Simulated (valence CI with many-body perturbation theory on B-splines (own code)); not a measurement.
Level structure of Rh VI

Calculated by relativistic CI+MBPT: four valence electrons over a frozen Dirac-Fock core [Kr], a basis of 7 s, 7 p, 8 d, 6 f, 4 g, 1 h functions for each j, with the one-electron correlation potential Σ1 (screened to all orders), the two-electron term Σ2, the three-electron term Σ3, Breit, model QED; selected single and double excitations, second order for the rest, scaled by the run's own slope (own B-spline code, finite nucleus).

No measured levels were compared; by estimate terms of the open shell hold to 2 to 4 % of their energy, and close levels can change places; different configurations can be misplaced against each other by 1,000 to 8,000 cm⁻¹. The list stops below the first excitations out of the core.

Levels 46 to 90 of 170, with energies above the lowest level, 4d4 5D_0. "Leading %" is the weight of the configuration and term that name the level; weights of strongly mixed levels are sums over their largest components and can fall short. Lifetimes count E1, E2, E3, M1 and M2 decay at the calculated energies, and are blank where another channel may lead or the interval is too uncertain; long ones can be off by a factor of two.

| No. | Configuration | Term | J | E (eV) | Leading % | Lifetime | Second component | g |
| --- | --- | --- | --- | --- | --- | --- | --- | --- |
| 46 | 4d3 5s | 3G | 3 | 22.822 | 93 | 34.8 μs | 4 % 4d3 5s 3F | 0.767 |
| 47 | 4d3 5s | 3G | 4 | 22.873 | 76 | 33.2 μs | 11 % 4d3 5s 3H | 1.039 |
| 48 | 4d3 5s | 3G | 5 | 22.952 | 69 | 33.8 μs | 22 % 4d3 5s 3H | 1.158 |
| 49 | 4d3 5s | 3P | 1 | 23.205 | 45 | 29.8 μs | 37 % 4d3 5s 3D | 1.067 |
| 50 | 4d3 5s | 3P | 0 | 23.234 | 98 | 30.8 μs |  |  |
| 51 | 4d3 5s | 3H | 4 | 23.263 | 62 | 29.2 μs | 29 % 4d3 5s 1G | 0.883 |
| 52 | 4d3 5s | 3P | 2 | 23.405 | 43 | 29.6 μs | 37 % 4d3 5s 3D | 1.368 |
| 53 | 4d3 5s | 3H | 6 | 23.616 | 99 | 32.3 μs |  | 1.167 |
| 54 | 4d3 5s | 3P | 1 | 23.621 | 77 | 25.3 μs | 18 % 4d3 5s 1P | 1.446 |
| 55 | 4d3 5s | 3H | 5 | 23.635 | 75 | 33.0 μs | 23 % 4d3 5s 3G | 1.073 |
| 56 | 4d3 5s | 3P | 1 | 23.785 | 50 | 28.2 μs | 46 % 4d3 5s 3D | 1.009 |
| 57 | 4d3 5s | 3P | 2 | 23.822 | 76 | 23.1 μs | 20 % 4d3 5s 3D | 1.422 |
| 58 | 4d3 5s | 3P | 0 | 23.837 | 98 | 22.4 μs |  |  |
| 59 | 4d3 5s | 3D | 3 | 23.946 | 96 | 30.4 μs |  | 1.334 |
| 60 | 4d3 5s | 1G | 4 | 23.950 | 62 | 25.1 μs | 24 % 4d3 5s 3H | 0.964 |
| 61 | 4d3 5s | 3P | 2 | 24.169 | 58 | 29.6 μs | 38 % 4d3 5s 3D | 1.366 |
| 62 | 4d3 5s | 1H | 5 | 24.259 | 94 | 22.1 μs |  | 1.007 |
| 63 | 4d3 5s | 1D | 2 | 24.623 | 86 | 23.1 μs | 8 % 4d3 5s 3P | 1.040 |
| 64 | 4d3 5s | 1P | 1 | 24.630 | 67 | 24.8 μs | 19 % 4d3 5s 3P | 1.033 |
| 65 | 4d3 5s | 3F | 4 | 25.139 | 97 | 25.1 μs |  | 1.247 |
| 66 | 4d3 5s | 3F | 3 | 25.176 | 97 | 25.1 μs |  | 1.085 |
| 67 | 4d3 5s | 3F | 2 | 25.218 | 96 | 25.0 μs |  | 0.675 |
| 68 | 4d3 5s | 1F | 3 | 25.836 | 96 | 23.8 μs |  | 1.005 |
| 69 | 4d3 5s | 3D | 3 | 27.688 | 95 | 21.2 μs |  | 1.327 |
| 70 | 4d3 5s | 3D | 2 | 27.719 | 96 | 21.1 μs |  | 1.163 |
| 71 | 4d3 5s | 3D | 1 | 27.740 | 98 | 21.1 μs |  | 0.499 |
| 72 | 4d3 5s | 1D | 2 | 28.379 | 96 | 19.4 μs |  | 0.999 |
| 73 | 4d3 5p | 5G° | 2 | 29.195 | 90 | 959 ps | 8 % 4d3 5p 3F° | 0.365 |
| 74 | 4d3 5p | 5G° | 3 | 29.466 | 91 | 842 ps |  | 0.927 |
| 75 | 4d3 5p | 3D° | 1 | 29.538 | 57 | 166 ps | 33 % 4d3 5p 5F° | 0.407 |
| 76 | 4d3 5p | 3D° | 2 | 29.761 | 46 | 148 ps | 31 % 4d3 5p 5F° | 1.169 |
| 77 | 4d3 5p | 5G° | 4 | 29.788 | 87 | 706 ps |  | 1.151 |
| 78 | 4d3 5p | 5D° | 3 | 30.080 | 43 | 114 ps | 27 % 4d3 5p 5F° | 1.369 |
| 79 | 4d3 5p | 5D° | 0 | 30.146 | 95 | 75.6 ps |  |  |
| 80 | 4d3 5p | 5G° | 5 | 30.153 | 77 | 555 ps | 11 % 4d3 5p 3G° | 1.262 |
| 81 | 4d3 5p | 5D° | 1 | 30.232 | 86 | 80.2 ps | 8 % 4d3 5p 5F° | 1.361 |
| 82 | 4d3 5p | 5D° | 2 | 30.382 | 71 | 89.2 ps | 22 % 4d3 5p 5F° | 1.370 |
| 83 | 4d3 5p | 5D° | 4 | 30.391 | 73 | 91.5 ps | 17 % 4d3 5p 5F° | 1.446 |
| 84 | 4d3 5p | 5F° | 1 | 30.447 | 55 | 182 ps | 39 % 4d3 5p 3D° | 0.264 |
| 85 | 4d3 5p | 5F° | 3 | 30.530 | 44 | 122 ps | 31 % 4d3 5p 5D° | 1.230 |
| 86 | 4d3 5p | 5F° | 2 | 30.532 | 42 | 185 ps | 33 % 4d3 5p 3D° | 1.085 |
| 87 | 4d3 5p | 5F° | 4 | 30.659 | 43 | 154 ps | 22 % 4d3 5p 3G° | 1.260 |
| 88 | 4d3 5p | 5G° | 6 | 30.710 | 95 | 816 ps |  | 1.328 |
| 89 | 4d3 5p | 5F° | 5 | 30.762 | 42 | 226 ps | 32 % 4d3 5p 3G° | 1.293 |
| 90 | 4d3 5p | 3G° | 3 | 30.776 | 43 | 127 ps | 27 % 4d3 5p 3D° | 1.094 |

Names give the largest LS component (configuration and term), which can be under half, so a name can repeat, a term be missing and a line seem to break the LS rules; names also repeat where a configuration has a term twice.

Where two levels of one J and parity lie close, their mixing, g and order are uncertain.
